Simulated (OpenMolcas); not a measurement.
Co5+, Rh5+, Ir5+: d⁴ down the group

* Program: OpenMolcas
* Method: MS-CASPT2, IPEA 0.25 Eh, imaginary shift 0.1 Eh
* Basis: ANO-RCC-VTZP
* Scalar Hamiltonian: DKH2, point nucleus
* Spin-orbit coupling: RASSI with atomic mean-field integrals over the reference wave functions, term energies averaged over their components

Active space for each ion: 4 electrons in 5 orbitals (d); closed shells correlated by CASPT2: Co5+ 3s 3p; Rh5+ 4s 4p; Ir5+ 5s 5p.

Computed levels in cm-1 above ⁵D₀:

| Level | Co5+ | Rh5+ | Ir5+ |
| --- | --- | --- | --- |
| ⁵D₁ | 221 | 684 | 6020 |
| ⁵D₂ | 644 | 1777 | 10940 |
| ⁵D₃ | 1241 | 3090 | 14520 |
| ⁵D₄ | 1985 | 4540 | 16540 |
| ³H₄ | 29600 | 20140 | 25200 |
| ³P₁(1) | 29780 | 21640 | 30930 |
| ³H₅ | 30100 | 21770 | 31280 |
| ³H₆ | 30630 | 23030 | 34020 |
| ³F₂(1) | 32000 | 23280 | 29960 |
| weight of ⁵D in the lowest level (%) | 100 | 96 | 59 |

Mixed levels, with the weight of the term that names them: Ir5+ ⁵D₀ (59 %), Ir5+ ⁵D₄ (60 %), Ir5+ ³H₄ (54 %), Ir5+ ³P₁(1) (73 %), Ir5+ ³H₆ (72 %), Ir5+ ³F₂(1) (62 %).

Measured, with the error of the calculation in %. Measured levels: Co5+ from Sugar and Corliss, J. Phys. Chem. Ref. Data 10, 1097 (1981).

```json
{"Level": "⁵D₁", "Co5+": "204 (+8.5)"}
{"Level": "⁵D₂", "Co5+": "589 (+9.4)"}
{"Level": "⁵D₃", "Co5+": "1125 (+10.4)"}
{"Level": "⁵D₄", "Co5+": "1782 (+11.4)"}
{"Level": "³H₄", "Co5+": "28377 (+4.3)"}
{"Level": "³P₁(1)", "Co5+": "28462 (+4.6)"}
{"Level": "³H₅", "Co5+": "28806 (+4.5)"}
{"Level": "³H₆", "Co5+": "29234 (+4.8)"}
{"Level": "³F₂(1)", "Co5+": "30555 (+4.7)"}
```

The fine-structure level ⁵D₄ changes by a factor of 8.33 from Co5+ to Ir5+.

Without spin-orbit coupling ³H lies 29020, 19250, 17420 cm-1 above ⁵D in that order; the difference to the level ³H₄, of either sign, comes from spin-orbit coupling, which also lowers the zero.

CASPT2 breaks the degeneracy within a term, and the mean is taken; among the terms shown or strongly mixed into the levels shown the widest spread is 1100 cm-1 (5d⁴ ¹I, Ir5+). The CASPT2 spread within a term exceeds the gap to the next term for 5d⁴ ³D and 5d⁴ ¹I, so the order of their levels is uncertain (holds for Ir5+). Measured partners are found by configuration, term and J. A level has none where our copy of the source lacks it or the pairing is in doubt (some pairs that miss far off the trend of their configuration count as doubtful), and it then counts in no deviation. Levels of configurations outside the active space are missing.

A number in round brackets counts repeated terms of one configuration in the order of the reference energies.
